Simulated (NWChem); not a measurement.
System: SiNH4 anion

Input file for NWChem:

```
start job
memory heap 200 mb stack 900 mb global 1100 mb
charge -1
geometry units angstroms noautosym nocenter noautoz
  N     -0.066872     1.213644     0.000000
  Si    -0.014111    -0.460298     0.000000
  H      0.837397     1.687389     0.000000
  H      0.637964    -1.226410    -1.170596
  H     -1.416245    -1.039180     0.000000
  H      0.637964    -1.226410     1.170596
end
basis spherical
  N library aug-cc-pvdz
  Si library aug-cc-pvdz
  H library aug-cc-pvdz
end
dft
  xc xpbe96 cpbe96
  iterations 150
end
cosmo
  do_cosmo_smd true
  solvent dcm
end
task dft energy
```

Geometry: optimised at B3LYP/def2-SVPD. The gas-phase anion has a positive highest level at the geometry level, so the gas reference is doubtful. Solvent: dichloromethane.

Level: PBE/aug-cc-pVDZ with SMD (1 M gas to 1 M solution), gas-phase geometry. Reactions with the solvent are ignored.

Problem. What results follow from this input? (PBE/aug-cc-pVDZ, SMD on the gas-phase geometry.) Quantities: solvation free energy (kcal/mol); cavity-dispersion-structure term (kcal/mol).

Solution. 
| Property | Value |
|---|---|
| solvation free energy (kcal/mol) | -56.1 |
| cavity-dispersion-structure term (kcal/mol) | 0.9 |
